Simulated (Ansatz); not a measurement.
Basis-set extrapolation for C2H6BF, SMILES `CBCF` (PBE0-D4/def2-TZVP geometry, frozen core, Ansatz). Multiplicity 1, RHF reference.

```tsv
	def2-TZVPP	def2-QZVPP
HF	-203.422701	-203.432129
MP2 correlation	-0.697382	-0.750501
CCSD(T) correlation	-0.760605	not run
```

Energies in hartree. Use E(X) = E(∞) + A·exp(−7.88·√X) for Hartree–Fock and E(X) = E(∞) + B·X^(−2.97) for correlation, with X = 3 and 4, and add CCSD(T) minus MP2 of the smaller set to the MP2 limit.

Task: What is the CCSD(T) energy at the basis-set limit?

Result: HF limit: -203.432129 + (-0.009428) × 0.13774 = -203.43343. MP2 limit: -0.750501 + (-0.053119) × 0.74074 = -0.78985. Higher-order term: -0.760605 − (-0.697382) = -0.06322. Total: -204.28650 hartree, 64.8 kcal/mol below CCSD(T)/def2-TZVPP.
